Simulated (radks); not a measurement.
Trend from Sr3+ to Sn3+: ionisation energy by Delta-SCF between NIST ground configurations, and size. All-electron calculation, scalar-relativistic Kohn-Sham, SCAN, spin-polarised, spherical densities, finite nucleus; open shells are filled with parallel spins first (spin-orbit coupling, left out, can overturn this in heavy ions); meta-GGA in the generalised Kohn-Sham scheme; Fermi nuclear charge, rms radius of each element as measured or else 0.836 A^(1/3) + 0.57 fm. Program: a radial shooting solver on a logarithmic mesh with Libxc functionals.

\begin{tabular}{lrrrrrrr}
species & configuration & configuration of the ion & IE (eV) & NIST (eV) & kind & outermost & <r> outermost (bohr) \\ \hline
Sr3+ & [Ar] 3d10 4s2 4p5 & [Ar] 3d10 4s2 4p4 & 56.616 & 56.280 & semi-emp. & 4p & 1.49 \\
Zr3+ & [Kr] 4d1 & [Kr] & 33.863 & 34.418 & exp. & 4d & 1.82 \\
Nb3+ & [Kr] 4d2 & [Kr] 4d1 & 37.270 & 37.61 & exp. & 4d & 1.70 \\
Mo3+ & [Kr] 4d3 & [Kr] 4d2 & 40.421 & 40.3 & semi-emp. & 4d & 1.59 \\
Tc3+ & [Kr] 4d4 & [Kr] 4d3 & 43.451 & 41 & theory & 4d & 1.50 \\
Ru3+ & [Kr] 4d5 & [Kr] 4d4 & 46.383 & 45 & theory & 4d & 1.42 \\
Rh3+ & [Kr] 4d6 & [Kr] 4d5 & 43.730 & 42 & theory & 4d & 1.38 \\
Pd3+ & [Kr] 4d7 & [Kr] 4d6 & 47.195 & 46 & theory & 4d & 1.31 \\
Ag3+ & [Kr] 4d8 & [Kr] 4d7 & 50.414 & 49 & theory & 4d & 1.25 \\
Cd3+ & [Kr] 4d9 & [Kr] 4d8 & 53.524 & 51 & theory & 4d & 1.20 \\
In3+ & [Kr] 4d10 & [Kr] 4d9 & 56.512 & 55.45 & exp. & 4d & 1.15 \\
Sn3+ & [Kr] 4d10 5s1 & [Kr] 4d10 & 41.206 & 40.74 & exp. & 5s & 2.11 \\
\end{tabular}

Reference values: NIST Atomic Spectra Database (exp. = measured, semi-emp. = semi-empirical, theory = theoretical value adopted there). Open shells are spherical and high-spin; term and fine-structure splittings are not resolved. Spin-orbit splitting is averaged out at the scalar-relativistic level.
